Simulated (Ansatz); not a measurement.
The cluster IrO₂: single points at one geometry.

```yaml
crystal:
  periodic: [false, false, false]
  atoms:
    - {symbol: Ir, position_ang: [0.008382, 0.011894, -0.123279]}
    - {symbol: O, position_ang: [1.423433, 0.849376, 0.241247]}
    - {symbol: O, position_ang: [-1.431815, -0.861270, -0.117968]}
basis:
  gaussian: {orbitals: def2-SVP, initial_orbitals: start.molden}
magnetization: {spin_polarized: true, initial_magnetization: 1}
hamiltonian: {xc: pbe0, dispersion: d4}
scf: {omitted_lower_state_checks: [starts]}
output: {orbitals: {seedname: orbitals}}
```

The file start.molden holds the orbitals of an earlier run on this structure, at another level or in another basis.

```sh
$ ansatz run in.yaml --threads 4 --pin off --events-out ev --progress --plain --max-ram 3916MiB
```

It prints (some lines left out):

```
Functional definition: PBE0
576 factors; integrals over basis functions are off by at most 1.2e-3 eV
mean field evaluation 1: about -6922.8395 eV, gradient 1.7e1 eV
mean field evaluation 2: about -6923.1219 eV, gradient 4.0e-1 eV
mean field evaluation 4: about -6923.2757 eV, gradient 1.1e-3 eV
mean field evaluation 8: about -6923.2757 eV, gradient 1.8e-5 eV
mean field -6923.27565230 eV, -254.4256874572 hartree, gradient 1.8e-5 eV, S^2 0.752556; 0 other end points of the search recorded, 0 dependent functions left out
reference -6923.27568071 eV, -254.4256885011 hartree; 17, 16 occupied and 43, 44 virtual orbitals, 576 factors
Total energy: -6923.31872935 eV, -254.4272705096 hartree
Checks for a lower state left out: starts
```

Hardware: 4 threads of Arm Neoverse V2 on a shared host. Wall time 0.8 s.

As the first input, with `gaussian: {orbitals: def2-TZVPD, initial_orbitals: start.molden}`, `hamiltonian: {xc: r2scan, dispersion: d4}` (abridged; 2.9 s):

```
Functional definition: r2SCAN
mean field -6933.45118746 eV, -254.7996314772 hartree, gradient 5.8e-6 eV, S^2 0.752886
Total energy: -6933.46208114 eV, -254.8000318125 hartree
Checks for a lower state left out: starts
```

As the first input, with `gaussian: {orbitals: def2-TZVP, initial_orbitals: start.molden}`, `hamiltonian: {xc: r2scan, dispersion: d4}` (abridged; 2.3 s):

```
Functional definition: r2SCAN
mean field -6933.38594210 eV, -254.7972337544 hartree, gradient 1.4e-5 eV, S^2 0.752681
Total energy: -6933.39682842 eV, -254.7976338194 hartree
Checks for a lower state left out: starts
```

Geometry: PBE0-D4/def2-TZVP.

In the def2 sets Ir takes a core potential; there is no spin–orbit coupling. The structure comes from a short search, and lower isomers may exist.
